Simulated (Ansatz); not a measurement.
**Ligand exchange: InH3 + Ge(SH)4 → InH2(SH) + GeH(SH)3**

Species: InH3 `[InH3]`, singlet; Ge(SH)4, singlet; InH2(SH), singlet; GeH(SH)3, singlet. The partners trade H for SH: In–H and Ge–SH bonds give way to In–SH and Ge–H.

Shapes, held fixed at every level: PBE0-D4/def2-TZVP. Flexible molecules stand in one conformer, not always the lowest. Programs: Ansatz 0.2.0. The zero-point and thermal change to 298 K, harmonic and unscaled (PBE0-D4/def2-TZVP), is +4.5 kJ/mol.

```
             level                    kind  ΔH(298 K) (kJ/mol)  less CCSD(T)/def2-TZVPP
       HF/def2-SVP            Hartree–Fock               -54.4                    -10.2
  SPW92/def2-TZVPP                     LDA               -44.7                     -0.5
 PBE-D4/def2-TZVPP                     GGA               -41.6                     +2.6
PBE0-D4/def2-TZVPP           global hybrid               -42.2                     +2.0
wB97M-V/def2-TZVPP  range-separated hybrid               -42.5                     +1.7
  CCSD(T)/def2-SVP   coupled cluster or CI               -46.5                     -2.3
CCSD(T)/def2-TZVPP   coupled cluster or CI               -44.2                      0.0
```

The highest level, CCSD(T)/def2-TZVPP, gives ΔH(298 K) = -44.2 kJ/mol; the levels span -54.4 to -41.6. The column of differences is taken from that level and isn't an error. No measured value is set beside it here. For atoms past krypton def2 sets carry core potentials with scalar relativity. Relativity is left out for Ge. Outer-core shells of Ge, In are correlated, in sets that cover them unevenly.
